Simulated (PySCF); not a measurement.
# Reading the logs of faulty runs: BGe2H6O

Calculated results; nothing here was measured. They come from PySCF 2.14.0, an open-source quantum chemistry program, on an isolated molecule that a program drew, which may never have been made. The molecule is BGe2H6O (charge 0, doublet), drawn as the SMILES string `[OH][GeH2][BH][GeH2]`.

Each row is a Hartree-Fock (HF) and frozen-core CCSD(T) single point in the cc-pVDZ basis, meant for a local HF minimum. Run 1 is clean. Each other run has one planted mistake out of seven kinds, and not every kind appears here: one electron removed, one electron added, multiplicity raised by two, geometry at a saddle point, minimal basis STO-3G, one bond length entered in bohr, all coordinates scaled. The reference is restricted for singlets and unrestricted otherwise, and also for a bond in bohr. Adding or removing an electron swaps singlet and doublet. Electrons count all cores. HOMO and LUMO are orbital energies over both spins, the gradient is its largest component, and the lowest frequency (negative if imaginary) is given only where the gradient is small. Bond lengths are over the 9 bonds as drawn. T1 is the CCSD diagnostic: over 0.02 (restricted) or 0.045 (unrestricted) a single reference is doubtful. Germanium has the cc-pVDZ-PP basis, with a core potential (ECP10MDF) in place of its 10 inner electrons, and its 3s, 3p and 3d shells are frozen in CCSD(T).

Geometry of the clean run:
```xyz
10
BGe2H6O, angstrom
O     0.7478   -1.5756   -0.9718
Ge   -0.2394   -0.4620    0.0280
B    -0.0186   -0.9066    2.0499
Ge    0.1268    0.4770    3.4731
H     0.6165   -2.4932   -0.7833
H     0.2673    0.9222   -0.3780
H    -1.7151   -0.6004   -0.3893
H     0.0052   -2.0505    2.4065
H     0.2324    0.1797    4.9657
H     0.1216    1.9801    3.2115
```

| run | electrons | basis functions | <S^2> | HOMO (eV) | LUMO (eV) | gradient (hartree/bohr) | lowest frequency (cm^-1) | mean bond (Å) | longest bond (Å) | T1 | HF (hartree) | CCSD(T) (hartree) | mistake |
|---|---|---|---|---|---|---|---|---|---|---|---|---|---|
| 1 | 83 | 104 | 0.759 | -8.39 | 0.03 | 2.4e-05 | 38 | 1.5699 | 2.082 | 0.0163 | -689.75924 | -690.27676 | no fault |
| 2 | 83 | 104 | 3.782 | -5.80 | -2.12 | 4.7e-02 | - | 1.5699 | 2.082 | 0.0242 | -689.61512 | -690.12805 | multiplicity raised by two |
| 3 | 82 | 104 | 0.000 | -15.40 | -6.92 | 3.5e-02 | - | 1.5699 | 2.082 | 0.0166 | -689.47855 | -689.97775 | one electron removed |
| 4 | 83 | 104 | 0.760 | -8.33 | 0.04 | 2.5e-02 | - | 1.6092 | 2.134 | 0.0175 | -689.75391 | -690.27576 | all coordinates scaled |
| 5 | 83 | 104 | 1.685 | -7.99 | 0.52 | 7.9e-03 | - | 1.7667 | 3.761 | 0.0198 | -689.65541 | -690.14169 | ? |

**Which mistake was planted in run 5, and what did it cost?**

The mean bond changes by a factor of 1.125 and the longest by 1.806, so the molecule wasn't scaled as a whole. A length L in bohr read as angstrom grows by (1/0.5292 - 1) L = 0.890 L. The 9 bonds together grew by 9 x 0.1968 = 1.771 Å, which gives L = 1.991 Å. That is bond B3-Ge4, 1.990 Å in the clean geometry. So the mistake is: one bond length entered in bohr. Subtracting run 1 and multiplying by 627.51 kcal/mol a hartree, the energy moved by 65.2 kcal/mol in HF and 84.8 kcal/mol in CCSD(T).

